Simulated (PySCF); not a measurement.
Spectrum to structure. Level of theory: TDDFT PBE0/def2-SVPD, vertical, gas phase, core orbitals frozen in the response in PySCF 2.14.0, density-fitted response routines. Geometries: GFN2-xTB, one conformer each.

```json
{"state": "S1", "λ (nm)": "243.4", "f": "0.0002"}
{"state": "S2", "λ (nm)": "230.3", "f": "0.0034"}
{"state": "S3", "λ (nm)": "224.5", "f": "0.0001"}
{"state": "S4", "λ (nm)": "201.8", "f": "0.0019"}
{"state": "S5", "λ (nm)": "191.4", "f": "0.0001"}
{"state": "S6", "λ (nm)": "183.8", "f": "0.067"}
{"state": "S7", "λ (nm)": "183.3", "f": "0.0027"}
{"state": "S8", "λ (nm)": "182.6", "f": "0.349"}
```

Triplets computed (Tamm–Dancoff): 4.22, 4.66, 4.79 eV.

Task: Which structure fits? All have the formula C6H7NO.
A. `O=CNC1=CCC=C1`
B. `C/N=C/C#CC(C)=O`
C. `Cc1cc(O)ccn1`
D. `C=C(C)C1=NOC=C1`

Result: C. Its S1 lies at 5.09 eV; the nearest of the others has S1 at 4.79 eV. S1 is HOMO→LUMO (100%). Löwdin shares by element: HOMO nitrogen 62%, carbon 24% or more; LUMO carbon 68% or more (atoms not listed hold the other 32%). At the same level the other candidates give, for their lowest levels:
- `C/N=C/C#CC(C)=O`: 319 nm (f 0.002); 293 nm (f 0.001); 269 nm (f 0.038); 240 nm (f 0.015); 233 nm (f 0.015); T1 3.30 eV; HOMO -7.80, LUMO -2.08 eV
- `C=C(C)c1ccon1`: 217 nm (f 0.163); 207 nm (f 0.003); 204 nm (f 0.252); 196 nm (f 0.033); 179 nm (f 0.005); T1 3.56 eV; HOMO -7.26, LUMO -1.01 eV
- `O=CNC1=CCC=C1`: 259 nm (f 0.103); 233 nm (f 0.001); 224 nm (f 0.000); 220 nm (f 0.035); 200 nm (f 0.000); T1 2.92 eV; HOMO -6.21, LUMO -0.82 eV

Conformer computed: `[CH3:1][c:2]1[cH:3][c:4]([OH:5])[cH:6][cH:7][n:8]1`: H–O5–C4–C3 180°.
